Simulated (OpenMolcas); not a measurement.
# 5d along the 69-electron sequence

```yaml
Program: OpenMolcas 26.06
Method: SS-CASPT2, IPEA 0.25 Eh, imaginary shift 0.1 Eh
Basis: ANO-R2
Scalar_Hamiltonian: X2C, finite nucleus
Spin-orbit_coupling: RASSI with atomic mean-field integrals over the reference wave functions, term energies averaged over their components
```

Active space for each ion: 1 electron in 5 orbitals (5d); closed shells correlated by CASPT2: 5s 5p.

Computed levels in cm-1 above ²D_3/2:

```csv
Level,Hf3+,Ta4+,W5+,Re6+,Os7+
²D_5/2,5660,7225,9519,11247,13687
weight of ²D in the lowest level (%),100,100,100,100,100
```

Measured, with the error of the calculation in %. Measured levels: W5+ from the list in J. Phys. B 45, 035002 (2012).

```csv
Level,W5+
²D_5/2,8709 (+9.3)
```

The fine-structure level ²D_5/2 changes by a factor of 2.42 from Hf3+ to Os7+. Its fourth root runs 8.67, 9.22, 9.88, 10.30, 10.82, with steps per unit of Z of 0.55, 0.66, 0.42, 0.52; equal steps would mean a (Z - σ)^4 law with constant σ.

With one active electron, CASPT2 adds the correlation within the correlated inactive shells and between them and that electron, and leaves the splitting within a term as the reference gives it. Computed and measured levels are paired by configuration, term and J; levels that our copy of the source lacks, or whose pairing is in doubt (as where it misses far off the trend of its configuration), stay unpaired and out of the deviations. Only configurations of the active space appear.
